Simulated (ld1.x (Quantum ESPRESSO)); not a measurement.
## Transferability test, TM potential for antimony (Sb)

antimony (Sb), norm-conserving Troullier–Martins (Kleinman–Bylander form), made with ld1.x (Quantum ESPRESSO) 7.5 (PBE, fully relativistic). Core [Kr] 4d10, reference 5s2 5p3. Waves: 5p (bound): rc 2.25 bohr; 5d channel at 0.05 Ry: rc 1.70 bohr; 5s (bound): rc 1.75 bohr. Local part: the s channel. Core correction: Bessel-smoothed model core inside 1.55 bohr.

Open shells are filled in proportion to 2j + 1 (rel_dist='average').

Energies are relative to the spin-unpolarised reference configuration 5s2 5p3; without spin polarisation the order of configurations can differ from experiment.

Question: Give the all-electron excitation energy and the error of the potential for: 5s2 5p2; 5s2 5p1; 5s2 5p0; 5s0 5p5; 5s1 5p3; 5s2 5p2.5; 5s1 5p4.

Answer:

```csv
valence configuration,charge,ΔE all-electron (eV),error AE − PS (meV)
5s2 5p2,+1,8.333,-3.5
5s2 5p1,+2,24.322,-31
5s2 5p0,+3,48.761,-126
5s0 5p5,0,16.377,-52
5s1 5p3,+1,17.038,-24
5s2 5p2.5,+0.5,3.270,-0.5
5s1 5p4,0,8.086,-13
```

Note: ghost states, extra bound levels that the all-electron valence spectrum of the same l lacks: d3/2 at -33.9 eV, d5/2 at -32.7 eV. A true bound ghost makes a file unfit for plane-wave use.
